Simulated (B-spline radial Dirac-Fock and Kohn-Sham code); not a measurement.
Energy-loss ionisation edge O3 of Tl

System: the free thallium atom in the configuration [Xe] 4f14 5d10 6s2 6p1. Calculated with an atomic code on a B-spline grid, using the first Born approximation with generalised oscillator strengths from a Dirac-Hartree-Slater potential (longitudinal and transverse terms; continuum final states only, so no white lines or fine structure). The edge is taken at 73.50 eV (tabulated value).

Partial cross sections σ(β, Δ) in barn, integrated over a window Δ above the edge and up to the collection semi-angle β, for parallel illumination:

```tsv
E₀ (kV)	β (mrad)	Δ = 25 eV	Δ = 50 eV	Δ = 100 eV	Δ = 200 eV	Δ = 300 eV
60	10	24100	33800	39900	43200	44300
60	50	45200	75100	101000	116000	120000
60	100	45800	76600	105000	125000	133000
80	10	21500	30500	36200	39200	40300
80	50	36700	61000	82500	96600	101000
100	5	13800	18900	22200	24100	24800
100	10	19800	28400	33700	36600	37600
100	50	31400	52200	70700	83500	87600
100	100	?	?	?	?	?
200	5	11500	16000	19000	20700	21300
200	10	16000	23900	28900	31400	32300
200	100	20600	33900	46000	55000	58400
300	20	16800	27400	36400	41900	43400
300	100	17000	27900	37700	45000	47800
```

Problem. Give the row for 100 kV and 100 mrad.

Solution. 31500 b for 25 eV, 52400 b for 50 eV, 71400 b for 100 eV, 85400 b for 200 eV, 90700 b for 300 eV.
